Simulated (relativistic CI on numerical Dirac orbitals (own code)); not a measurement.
# Forbidden lines of Zr6+

Method of calculation: Dirac-Coulomb-Breit CI, separate exchange-only KLI orbitals for each configuration, QED by a radiative potential, valence Slater integrals scaled by 0.9, configuration energies shifted to the measured levels that pair with them (semi-empirical) (own radial code, finite nucleus).

Configuration list (outside the closed core [Ar] 3d10): 4s2 4p4, 4s 4p5, 4s2 4p3 4d, 4s2 4p3 5s, 4s2 4p3 5p, 4p6, 4s2 4p2 4d2, 4s 4p4 4d, 4s2 4p3 4f, 4s 4p4 4f, 4p4 4d2, 4s2 4p2 4f2, 4p5 4d, 4s2 4p3 5d, 4s 4p3 4d2, 4s2 4p3 6s, 4s 4p4 5s, 4s2 4p2 4d 4f, 4s2 4p3 6p, 4s2 4p3 5f, 4s2 4p3 5g, 4s2 4p3 6d, 4p4 4f2, 4s 4p4 5p, 4s2 4p2 4d 5s, 4s2 4p3 6f, 4s 4p3 5s2, 4p5 4f, 4s 4p4 5d, 4s 4p3 4d 4f. Levels of other configurations are missing.

| λ vac (Å) | Lower | Upper | Type | A (s⁻¹) | log gf |
| --- | --- | --- | --- | --- | --- |
| 744.80 | 4s 4p5 3P°_2 [6] | 4s2 4p3 4d 3F°_4 [34] | E2 | 1.49e+02 | -6.95 |
| 900.37 | 4s 4p5 3P°_2 [6] | 4s2 4p3 4d 1G°_4 [25] | E2 | 3.72e+00 | -8.39 |
| 943.62 | 4s 4p5 3P°_2 [6] | 4s2 4p3 4d 3G°_4 [23] | E2 | 4.88e+00 | -8.23 |
| 1013.8 | 4s 4p5 3P°_2 [6] | 4s2 4p3 4d 3F°_4 [21] | E2 | 7.41e+00 | -7.99 |
| 1550.2 | 4s2 4p3 4d 5D°_3 [13] | 4s2 4p3 4d 3F°_4 [34] | M1 | 2.23e+01 | -7.14 |
| 1578.2 | 4s2 4p3 4d 5D°_4 [14] | 4s2 4p3 4d 3F°_4 [34] | M1 | 1.38e+02 | -6.33 |
| 2105.5 | 4s2 4p3 4d 3D°_3 [16] | 4s2 4p3 4d 3F°_4 [34] | M1 | 3.50e+01 | -6.68 |
| 2363.5 | 4s2 4p4 3P_1 [3] | 4s2 4p4 1S_0 [5] | M1 | 6.09e+02 | -6.29 |
| 2420.7 | 4s2 4p3 4d 5D°_3 [13] | 4s2 4p3 4d 1G°_4 [25] | M1 | 4.79e+00 | -7.42 |
| 2489.7 | 4s2 4p3 4d 5D°_4 [14] | 4s2 4p3 4d 1G°_4 [25] | M1 | 1.45e+01 | -6.92 |
| 2760.9 | 4s2 4p3 4d 5D°_3 [13] | 4s2 4p3 4d 3G°_4 [23] | M1 | 3.83e+00 | -7.40 |
| 2807.2 | 4s2 4p3 4d 3F°_4 [21] | 4s2 4p3 4d 3F°_4 [34] | M1 | 3.14e+01 | -6.48 |
| 2851.0 | 4s2 4p3 4d 5D°_4 [14] | 4s2 4p3 4d 3G°_4 [23] | M1 | 2.40e+01 | -6.58 |
| 3534.8 | 4s2 4p3 4d 3G°_4 [23] | 4s2 4p3 4d 3F°_4 [34] | M1 | 6.02e+01 | -5.99 |
| 3604.6 | 4s2 4p3 4d 5D°_4 [14] | 4s2 4p3 4d 3F°_4 [21] | M1 | 1.75e+01 | -6.51 |
| 3726.4 | 4s2 4p4 3P_2 [1] | 4s2 4p4 1D_2 [4] | M1 | 6.46e+01 | -6.17 |
| 4003.8 | 4s2 4p3 4d 3G°_5 [24] | 4s2 4p3 4d 3F°_4 [34] | M1 | 3.68e+01 | -6.10 |
| 7403.4 | 4s2 4p4 3P_1 [3] | 4s2 4p4 1D_2 [4] | M1 | 3.03e+00 | -6.90 |
| 7502.8 | 4s2 4p4 3P_2 [1] | 4s2 4p4 3P_1 [3] | M1 | 4.83e+01 | -5.91 |
| 8423.1 | 4s2 4p3 4d 3D°_3 [16] | 4s2 4p3 4d 3F°_4 [21] | M1 | 3.61e+00 | -6.46 |

Terms are leading LS components. Brackets give the number of a level in order of energy, since labels repeat. The list gives strong lines, with weight on those to low levels, without configurations that were not tied to measured data, among the lowest 400 of 2530 levels, so that lines to higher ones, which can be the strongest, are missing, and without 7 lines that miss the measured interval by over 7 %, start from a term whose rates miss tabulated ones by over 60 %, have gauges far apart or, lacking measured levels, span too small a gap for the errors found; lines with a level outside our table were not tested and can miss by more. Levels whose partners in the same complex of configurations lie outside the list can be far off, and so can their lines. Rates are taken at the computed energies, electric ones in the length gauge.

Configurations whose levels could be paired with our table of measured levels were shifted onto them, all but the ground configuration, by the median error of their levels; single terms can still be off by 1,000 to 2,000 cm⁻¹ or more, and rates follow the energies as ν³ (E1, M1) or ν⁵ (E2). The others borrow a shift and can be off by several thousand cm⁻¹ or more. 51 of the 69 excited levels that our extract of the measured tables holds in this range could be paired (the sources list more); they are missed by 1200 cm⁻¹ on average and 6195 at most, after the shifts were fitted to these levels, and levels without a partner can miss by more.
